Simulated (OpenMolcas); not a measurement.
Nd V.

| Quantity | Value |
| --- | --- |
| Program | OpenMolcas |
| Basis | ANO-RCC-VTZP [8s7p5d3f2g1h] |
| Scalar Hamiltonian | DKH2, point nucleus |
| Active space | 2 electrons in 7 orbitals (4f) |
| State averaging | 2S+1 = 3 even, 21 roots; 2S+1 = 1 even, 28 roots (27 in the spin-orbit step) |
| Spin-orbit coupling | RASSI with atomic mean-field integrals over the reference wave functions, term energies averaged over their components |

Two sets of levels on these reference wave functions, in cm⁻¹ above 4f² ³H₄: one from CASSCF and one from SS-CASPT2, IPEA 0.25 Eh, imaginary shift 0.1 Eh (closed shells correlated: 5s 5p).

```
  Level  Set 1  Set 2
4f² ³H₄    0.0    0.0
4f² ³H₅   3010   2980
4f² ³H₆   6120   6100
4f² ³F₂   6500   7770
4f² ³F₃   8470   9710
4f² ¹D₂  23550  26940
4f² ¹I₆  29930  32220
4f² ³P₀  29650  33840
4f² ³P₁  30180  34370
4f² ³P₂  31880  36000
```

Problem. Which set is which?

Solution. Set 1 is SS-CASPT2. Its levels of the other terms of 4f² lie at 0.84 to 0.93 of the other set's values, as expected, since terms of lower spin or lower L gain more correlation energy than the Hund ground term. Against 9 measured levels (the list in Carvajal Gallego et al., Mon. Not. R. Astron. Soc. 518, 332 (2023)) the mean absolute deviation is 2400 cm-1 with it and 4700 cm-1 without; single levels miss by up to 4600 cm-1 with it.

CASPT2 breaks the degeneracy within a term, and the mean is taken; among the terms shown or strongly mixed into the levels shown the widest spread is 880 cm-1 (4f² ¹I, SS-CASPT2). Some high roots are left out of the spin-orbit mixing, which shifts the levels that they would mix with. Without dynamic correlation excited terms often stand tens of per cent too high (terms of higher spin than the ground term too low), and those without a measured partner can miss by more than the paired ones (holds for CASSCF). Some levels mix across a computed gap that differs much from the measured one, so their mixing is not that of the real levels (holds for CASSCF). The CASPT2 spread within a term exceeds the gap to the next term for 4f² ¹I and 4f² ³P, so the order of their levels is uncertain (holds for SS-CASPT2). Some terms miss by over 15 % even with CASPT2, which points to a basis or an active space too small for the shells correlated (holds for SS-CASPT2). Measured partners are found by configuration, term and J. A level has none where our copy of the source lacks it or the pairing is in doubt (some pairs that miss far off the trend of their configuration count as doubtful), and it then counts in no deviation. Only configurations of the active space appear. The table leaves out levels that lie high or whose names do not pair safely across all columns.
